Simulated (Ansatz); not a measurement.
One change: `F[Si](F)(S)S` becomes `[F][Sn]([F])([SH])[SH]`.

Ansatz, PBE0-D4/def2-TZVP geometries, multiplicity 1. Each molecule was computed in one conformer, which needn't be the lowest.

Elements past krypton have def2 core potentials.

```
                                                                                  property  `F[Si](F)(S)S`
                                                       HOMO–LUMO gap (PBE/def2-TZVPP) / eV            5.95
ideal-gas entropy at 298 K and 1 bar (rigid rotor, harmonic PBE0-D4/def2-TZVP) / J/(mol·K)             354
                                                      HOMO–LUMO gap (PBE0/def2-TZVPP) / eV            8.20
                                          size of the dipole moment (B3LYP/def2-TZVPP) / D            1.55
                                                        HOMO energy (PBE0/def2-TZVPP) / eV           -8.28
                                            size of the dipole moment (PBE/def2-TZVPP) / D            1.49
```

(1) What does the change do to each property? (Best estimate.)

Results:

(1) The calculation gave: 
```
                                                                                  property  `[F][Sn]([F])([SH])[SH]`  shift
                                                       HOMO–LUMO gap (PBE/def2-TZVPP) / eV                      3.83  -2.12
ideal-gas entropy at 298 K and 1 bar (rigid rotor, harmonic PBE0-D4/def2-TZVP) / J/(mol·K)                       398     44
                                                      HOMO–LUMO gap (PBE0/def2-TZVPP) / eV                      6.03  -2.17
                                          size of the dipole moment (B3LYP/def2-TZVPP) / D                      3.02   1.47
                                                        HOMO energy (PBE0/def2-TZVPP) / eV                     -8.50  -0.22
                                            size of the dipole moment (PBE/def2-TZVPP) / D                      2.85   1.36
```

With PBE0 the HOMO falls by 0.22 eV and the LUMO falls by 2.39 eV, so the gap narrows by about 2.17 eV. PBE moves the HOMO by -0.20 eV and ωB97M-V by -0.22 eV. Dipoles are sizes alone; their direction can turn.

B3LYP here is the variant with VWN-RPA as its local correlation; programs differ in this.
